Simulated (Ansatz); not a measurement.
Species: GeH$_{2}$, charge -1, doublet. GeH2- (parent SMILES [GeH2], doublet).
B3LYP-D3(BJ)/def2-TZVP minimum from Ansatz (an electronic-structure program):
```xyz
3

Ge    -0.0026    -0.0015     0.0675
H      0.0175    -1.1399    -1.1063
H      0.0667     1.1878    -1.0527
```
Charge -1, spin multiplicity 2.

Total energies in aug-cc-pVTZ, 7 correlated electrons, 14 frozen orbitals. Radicals and triplets start from unrestricted determinants; spin-orbit coupling is neglected. Cores are frozen in correlated methods (noble-gas shells, and filled d and f shells in the p block). No relativity. The spin of H2Ge- (parent SMILES [GeH2], doublet) was assumed, and the state is the lowest solution found for it.

```csv
method,program,energy (Eh),minus CCSDT(Q) (mEh)
HF,Ansatz,-2076.53852,151.31
MP2,Ansatz,-2076.65944,30.39
CCSD,Ansatz,-2076.68327,6.56
CCSD(T),Ansatz,-2076.68865,1.17
CCSDT(Q),Ansatz,-2076.68983,0.00
```

Rough core times of Ansatz's runs on a shared machine: CCSD(T) under 20 s, CCSDT(Q) 2 min.
